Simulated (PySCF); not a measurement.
ethylenediamine cation (C₂H₈N₂), SMILES NCCN (connectivity only; charge and spin as stated), charge +1, multiplicity 2.

Coordinates come from a PBE0-D3(BJ)/def2-SVP optimisation. The spin state was assumed, not searched. The values are those of a single conformer.

Two levels are set side by side: PBE/def2-TZVP (PySCF) and ωB97X/def2-TZVP (PySCF). Same geometry, gas phase. Differences are taken from unrounded values.

| quantity | ωB97X |
|---|---|
| α-spin orbital gap (eV) | 12.75 |
| β-spin orbital gap (eV) | 7.87 |
| mean polarisability (bohr³) | 59.7 |

**Question.** What does PBE give, and how far is it from ωB97X? (An estimate is asked for; the answer gives what the named calculation found.)

**Answer.** 
```json
[
 {"quantity": "α-spin orbital gap (eV)", "PBE": "6.00", "PBE minus ωB97X": "-6.76"},
 {"quantity": "β-spin orbital gap (eV)", "PBE": "2.16", "PBE minus ωB97X": "-5.71"},
 {"quantity": "mean polarisability (bohr³)", "PBE": "51.8", "PBE minus ωB97X": "-7.9"}
]
```

Rough cost on one machine, each run with all the roots and properties that it gave: ωB97X against PBE within a factor of 2.
